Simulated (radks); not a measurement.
The numbers below are computed, except where a source is named.
Ce55+, 3 electrons, occupied as [He] 2s1.

Code: a radial shooting solver on a logarithmic mesh with Libxc functionals. Model: non-relativistic Kohn-Sham, LB94 model potential, spin-polarised, spherical densities, point nucleus; open shells are filled with parallel spins first (spin-orbit coupling, left out, can overturn this in heavy ions); relativity is left out, which matters for an element this heavy.

Energy parts (eV):
| part | energy |
|---|---|
| kinetic | 101313.00 |
| electron-nucleus | -204284.35 |
| Hartree | 2723.52 |
(The LB94 potential has no energy functional, so no total or exchange-correlation energy is given.)

Orbitals (lengths in bohr, moments of r in powers of bohr; r(max) is where P^2 peaks; r(90%) holds 90 % of the orbital's charge):
| orbital | occ. | eigenvalue (eV) | r(max) | <r> | r(90%) | <r^4> |
|---|---|---|---|---|---|---|
| 1s up | 1 | -44336.98 | 0.01733 | 0.02604 | 0.0462 | 2.053e-06 |
| 1s down | 1 | -44330.03 | 0.01733 | 0.02606 | 0.0463 | 2.062e-06 |
| 2s up | 1 | -10808.86 | 0.09200 | 0.1057 | 0.161 | 0.0002786 |
| 2s down | 0 | -10828.78 | 0.09170 | 0.1054 | 0.160 | 0.0002755 |
| 2p up | 0 | -10712.26 | 0.07069 | 0.08863 | 0.142 | 0.0001670 |
| 2p down | 0 | -10752.19 | 0.07046 | 0.08828 | 0.141 | 0.0001642 |
| 3s up | 0 | -4779.504 | 0.2310 | 0.2388 | 0.344 | 0.006018 |
| 3s down | 0 | -4780.649 | 0.2309 | 0.2388 | 0.344 | 0.006010 |

The highest occupied level is 2s up at -10808.9 eV. The configuration is held as typed, so some empty levels lie below it. The electron density at the nucleus is 1.3e+05 e/bohr^3. For comparison, the ionisation energy in NIST's Atomic Spectra Database is 11459.9 eV (theoretical). In exact Kohn-Sham theory the highest level is minus the ionisation energy, but local and semilocal functionals leave it too shallow, through self-interaction and a potential that decays too fast; potentials with the right tail come closer. Spin moment in Bohr magnetons: 1. The spin density at the nucleus is 7454 e/bohr^3 (1s 82, 2s 7372). The density falls to 0.001 e/bohr^3 at r = 0.36 bohr.
